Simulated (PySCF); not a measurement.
Cartesian coordinates in Å; atom numbers follow the order of the lines, from 1:
```xyz
20

C    -2.3227   -0.8462   -0.5208
C    -1.3598   -0.2607    0.5141
C    -1.9286    1.0229    1.1219
C    -0.0345    0.0084   -0.1133
C     0.2976    0.8763   -1.1754
N     1.5911    0.7792   -1.3979
N     2.0350   -0.1053   -0.5181
Si    3.7321   -0.5414   -0.3616
N     1.0821   -0.5845    0.2690
H    -2.5029   -0.1316   -1.3213
H    -3.2737   -1.0887   -0.0518
H    -1.9092   -1.7537   -0.9555
H    -1.1977   -0.9947    1.3098
H    -2.8728    0.8148    1.6202
H    -1.2373    1.4396    1.8512
H    -2.1029    1.7673    0.3478
H    -0.3246    1.5273   -1.7541
H     4.3791    0.4658    0.4795
H     3.7021   -1.8532    0.2718
H     4.2426   -0.5311   -1.7272
```

Gas phase, fast rotation and ring inversion assumed for equivalent nuclei, no relativistic terms, one computed conformer. Geometry from GFN2-xTB; shieldings: GIAO PBE0/pcSseg-1; PySCF 2.14.0 with density-fitted response routines.

Question: List the cross peaks expected in HSQC, COSY and HMBC spectra.

Answer: 

HSQC (one-bond C–H):
```csv
δH,δC
7.85 (H17),139.1 (C5)
3.25 (H13),30.4 (C2)
1.31 (H10/H11/H12/H14/H15/H16),26.4 (C1/C3)
```

COSY cross peaks (H two or three bonds apart, from the bond graph; peaks can be absent where the dihedral angle is near 90°):
```csv
δH,δH
3.25 (H13),1.31 (H10/H11/H12/H14/H15/H16)
```

HMBC (two and three bonds, from the bond graph):
```csv
δH,δC
7.85 (H17),"163.3 (C4), 30.4 (C2)"
3.25 (H13),"163.3 (C4), 139.1 (C5), 26.4 (C1/C3)"
1.31 (H10/H11/H12/H14/H15/H16),"163.3 (C4), 30.4 (C2), 26.4 (C1/C3)"
```

δ = σ(ref) − σ, references computed at the same level: ¹H, ¹³C against TMS.

Short H···H contacts in this conformer between protons four or more bonds apart (candidates for NOE cross peaks, intensity ∝ r⁻⁶): H16···H17 2.76 Å.

Shifts are as computed. Against solution values, carbons near 30 ppm lie about +3 ppm off and those near 130 ppm about +5 ppm. Of 1211 compounds with measured shifts, 218 miss one by over three times the rms of a fit or turn the order of signals round; such compounds aren't used in these exercises.
